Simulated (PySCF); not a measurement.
# Orbital picture of BeI⁺

r²SCAN at R = 2.097 Å; basis Be x2c-SVPall, I x2c-SVPall; spin-free X2C with a Gaussian nucleus; PySCF 2.14. State: ¹Σ⁺ (singlet), closed shell. Only the outer orbitals are listed, counted within each symmetry.

```
orbital  occ.  ε (eV)  on Be (%)          main shells (%)
    11σ     2  -24.17          8                   91 I s
    12σ     2  -15.40         31          63 I p, 24 Be s
     6π     2  -13.07         11          88 I p, 11 Be p
     6π     2  -13.07         11          88 I p, 11 Be p
    13σ     0  -10.20         91  63 Be s, 28 Be p, 8 I p
     7π     0   -7.82         84          84 Be p, 12 I p
     7π     0   -7.82         84          84 Be p, 12 I p
```

Problem. Which are the highest filled and the lowest empty level, where do they sit, and how wide is the gap?

Solution. Highest filled 6π at -13.07 eV (in %: 88 I p, 11 Be p); lowest empty 13σ at -10.20 eV (in %: 63 Be s, 28 Be p, 8 I p); the gap at r²SCAN is 2.87 eV.

| Item | Value |
| --- | --- |
| bond order (Mayer) | 1.76 |
| ⟨S²⟩ | 0.000 |
| charge on Be (Mulliken, basis-dependent) | 0.78 |
| charge on Be (Löwdin, basis-dependent) | 0.55 |
| dipole moment (positive dipole points towards I; it is taken about the centre of mass and depends on that origin) | -8.56 D |

Spin–orbit coupling is left out.
